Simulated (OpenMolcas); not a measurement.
# Multiconfigurational calculation on S II

Input:

```
&GATEWAY
Coord
1

S 0.0 0.0 0.0
Basis=ANO-RCC-VQZP
Group=XYZ
NoMove
AngMom=0.0 0.0 0.0
AMFI
&SEWARD
* reference wave functions (RASSCF and RASSI steps not shown): 5 electrons in 9 orbitals (RAS2 3s 3p; RAS3 3d, at most 2 electrons)
>>> COPY JOB001 $Project.JobIph
&CASPT2
Multistate=1 1
Frozen=1 0
IPEA=0.35
Imaginary=0.1
MaxIter=60
WThr=0.0 0.3 0.05
PrWF=0.5
NoMix
>>> COPY JOB002 $Project.JobIph
&CASPT2
XMultistate=8 1 2 3 4 5 6 7 8
Frozen=1 0
IPEA=0.35
Imaginary=0.1
MaxIter=60
WThr=0.0 0.3 0.05
PrWF=0.5
NoMix
>>> COPY JOB003 $Project.JobIph
&CASPT2
XMultistate=3 1 2 3
Frozen=1 0
IPEA=0.35
Imaginary=0.1
MaxIter=60
WThr=0.0 0.3 0.05
PrWF=0.5
NoMix
```

Launched by
```bash
OMP_NUM_THREADS=1 MOLCAS_MEM=2252 MOLCAS_PROJECT=a pymolcas a.inp > a.log  # once for each step of the input, in one work folder
```

Output, cut to the results:

```
--- CASPT2 ---
Orbital specifications:
      -----------------------

      Symmetry species                           1   2
                                                ag  au
      Frozen orbitals                            1   0
      Inactive orbitals                          1   3
      Active orbitals                            6   3
      Secondary orbitals                        22  23
      Deleted orbitals                           0   0
      Number of basis functions                 30  29
Type of calculation                        SS-CASPT2
      Fock operator                              state-specific
      IPEA shift                                 0.35
      Real shift                                 0.00
      Imaginary shift                            0.10
      The input orbitals will be transformed to quasi-canonical
Reference energy:        -398.3345234199
      E2 (Non-variational):      -0.0735113001
      Shift correction:          -0.0000338200
      E2 (Variational):          -0.0735451200
      Total energy:            -398.4080685400
      Residual norm:              0.0000006655
      Reference weight:           0.98828
      Contributions to the CASPT2 correlation energy
      Active & Virtual Only:         -0.0326116327
      One Inactive Excited:          -0.0132112454
      Two Inactive Excited:          -0.0276884220
::    CASPT2 Root  1     Total energy:   -398.40806854
--- CASPT2 ---
Orbital specifications:
      -----------------------

      Symmetry species                           1   2
                                                ag  au
      Frozen orbitals                            1   0
      Inactive orbitals                          1   3
      Active orbitals                            6   3
      Secondary orbitals                        22  23
      Deleted orbitals                           0   0
      Number of basis functions                 30  29
Type of calculation                        XMS-CASPT2
      Fock operator                              state-average
      IPEA shift                                 0.35
      Real shift                                 0.00
      Imaginary shift                            0.10
      The input orbitals will be transformed to quasi-canonical
      The input states will be rotated to diagonalize the Fock operator
Reference energy:        -398.2511287271
      E2 (Non-variational):      -0.0879499482
      Shift correction:          -0.0000956052
      E2 (Variational):          -0.0880455534
      Total energy:            -398.3391742805
      Residual norm:              0.0000007972
      Reference weight:           0.98082
      Contributions to the CASPT2 correlation energy
      Active & Virtual Only:         -0.0466195447
      One Inactive Excited:          -0.0135581741
      Two Inactive Excited:          -0.0277722294
Reference energy:        -398.2511287271
      E2 (Non-variational):      -0.0879806375
      Shift correction:          -0.0000960545
      E2 (Variational):          -0.0880766920
      Total energy:            -398.3392054191
      Residual norm:              0.0000008042
      Reference weight:           0.98079
      Contributions to the CASPT2 correlation energy
      Active & Virtual Only:         -0.0466545472
      One Inactive Excited:          -0.0135536394
      Two Inactive Excited:          -0.0277724509
::    XMS-CASPT2 Root  1     Total energy:   -398.33938545
::    XMS-CASPT2 Root  2     Total energy:   -398.33931701
::    XMS-CASPT2 Root  3     Total energy:   -398.33917125
::    XMS-CASPT2 Root  4     Total energy:   -398.33915257
::    XMS-CASPT2 Root  5     Total energy:   -398.33896507
::    XMS-CASPT2 Root  6     Total energy:   -398.29356204
::    XMS-CASPT2 Root  7     Total energy:   -398.29354746
::    XMS-CASPT2 Root  8     Total energy:   -398.29349259
--- CASPT2 ---
Orbital specifications:
      -----------------------

      Symmetry species                           1   2
                                                ag  au
      Frozen orbitals                            1   0
      Inactive orbitals                          1   3
      Active orbitals                            6   3
      Secondary orbitals                        22  23
      Deleted orbitals                           0   0
      Number of basis functions                 30  29
Type of calculation                        XMS-CASPT2
      Fock operator                              state-average
      IPEA shift                                 0.35
      Real shift                                 0.00
      Imaginary shift                            0.10
      The input orbitals will be transformed to quasi-canonical
      The input states will be rotated to diagonalize the Fock operator
Reference energy:        -397.9712946540
      E2 (Non-variational):      -0.0757429853
      Shift correction:          -0.0001882054
      E2 (Variational):          -0.0759311907
      Total energy:            -398.0472258447
      Residual norm:              0.0000005082
      Reference weight:           0.98125
      Contributions to the CASPT2 correlation energy
      Active & Virtual Only:         -0.0359829169
      One Inactive Excited:          -0.0123985018
      Two Inactive Excited:          -0.0273615666
Reference energy:        -397.9712946540
      E2 (Non-variational):      -0.0756993629
      Shift correction:          -0.0001845673
      E2 (Variational):          -0.0758839303
      Total energy:            -398.0471785842
      Residual norm:              0.0000005111
      Reference weight:           0.98121
      Contributions to the CASPT2 correlation energy
      Active & Virtual Only:         -0.0359583397
      One Inactive Excited:          -0.0123849147
      Two Inactive Excited:          -0.0273561085
::    XMS-CASPT2 Root  1     Total energy:   -398.04723106
::    XMS-CASPT2 Root  2     Total energy:   -398.04718339
...
```

In XMS-CASPT2 the single-state energies belong to rotated reference states; over a whole degenerate manifold the rotation is arbitrary, and only the multistate roots count.

Levels above the lowest, from the spin-orbit matrix with the multistate effective Hamiltonian, averaged by term, added to it:

```
Configuration  Term    J  E (cm⁻¹)  Measured (cm⁻¹)      g  Term weight %
      3s² 3p³   ⁴S°  3/2       0.0              0.0  2.002            100
      3s² 3p³   ²D°  3/2     15100            14853  0.801            100
      3s² 3p³   ²D°  5/2     15120            14885  1.200            100
      3s² 3p³   ²P°  1/2     25150            24525  0.666            100
      3s² 3p³   ²P°  3/2     25170            24572  1.333            100
       3s 3p⁴    ⁴P  5/2     79020            79395  1.601            100
       3s 3p⁴    ⁴P  3/2     79340            79757  1.735            100
       3s 3p⁴    ⁴P  1/2     79530            79963  2.671            100
```

Against the 7 measured excited levels shown (NIST Handbook of Basic Atomic Spectroscopic Data) the mean absolute deviation is 420 cm-1; the largest miss in energy is 3s² 3p³ ²P°_1/2: computed 25150, measured 24525 cm⁻¹ (+2.6 %).

CASPT2 does not keep the components of a term degenerate, so their means are used; among the terms shown or strongly mixed into the levels shown the widest spread is 92 cm-1 (3s² 3p³ ²D°). Terms from blocks run as CI alone lack orbitals of their own. Active for correlation alone: 3d; no level in the range computed is led by a configuration that fills it, so any true level of that kind is missing. Some terms mix strongly with configurations of 3d, whose occupation reaches 0.20 (3s 3p⁴ ⁴P). Computed and measured levels are paired by configuration, term and J; levels that our copy of the source lacks, or whose pairing is in doubt (as where it misses far off the trend of its configuration), stay unpaired and out of the deviations. Only configurations of the active space appear. The first state left out of the spin-orbit step lies near 100000 cm-1 above the lowest spin-free state of the reference (among the parities and spins computed), and the list stops at four fifths of that energy or lower.

The CASPT2 steps took 11 s on 1 thread of Arm Neoverse V2, with other jobs on the host; the integral step is not counted.

The term weight is that of the spin-free term in the level, not the purity of its configuration. ° marks odd parity.
